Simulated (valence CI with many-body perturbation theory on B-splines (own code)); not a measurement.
Values are calculated unless marked as measured or tabulated.
# Pr LIV in three bases

Method: valence CI with perturbative core correlation (CI+MBPT): four valence electrons over a frozen Dirac-Fock core [He], radial functions for each j: 9 s, 9 p, 8 d, 6 f, 3 g, 1 h, with the one-electron correlation potential Σ1, the two-electron term Σ2, the three-electron term Σ3, Breit, model QED; selected CI, second order for the rest, scaled by the run's own slope (own B-spline code, finite nucleus).

The last digits are not significant, and no measured levels were compared; by estimate large intervals hold to a few tenths of a per cent, small ones and those within an open d or f shell to about a per cent.

The reference run has the lowest level (2s^2 2p1/2^2) J=0 and an ionisation energy of 10959.8 eV. Its largest variational space holds 20000 state functions.

Levels are named by their leading jj configuration (3d3/2^4 stands for four electrons in 3d with j = 3/2), which in mixed levels can hold well under half, so a name can repeat and another be missing. Letters in brackets count levels of one name in rising energy.

Changed runs:
A. basis 6 s, 6 p, 5 d, 3 f, 1 g
B. basis 5 s, 5 p, 4 d, 2 f

Excitation energies of the reference run in cm⁻¹, and shifts in cm⁻¹:

```csv
Level,Reference,A,B
(2s^2 2p1/2 2p3/2) J=1,4021470,-5.3,-196
(2s^2 2p1/2 2p3/2) J=2,4155950,+126,+156
(2s 2p1/2^2 2p3/2) J=2,5731730,-62,-292
(2s 2p1/2^2 2p3/2) J=1,6272400,+59,+199
(2s^2 2p3/2^2) J=2,8295530,+83,-41
(2s^2 2p3/2^2) J=0,8664440,+89,+205
(2s 2p1/2 2p3/2^2) J=2 [a],9592800,-122,-591
(2s 2p1/2 2p3/2^2) J=3,9899460,+110,-0.1
(2s 2p1/2 2p3/2^2) J=0,10243700,-25,-28
(2s 2p1/2 2p3/2^2) J=1 [a],10379900,+63,+49
(2s 2p1/2 2p3/2^2) J=2 [b],10462400,+190,+393
(2s 2p1/2 2p3/2^2) J=1 [b],10488900,+96,+242
Ionisation energy (eV),10959.8,-0.0048,-0.084
```
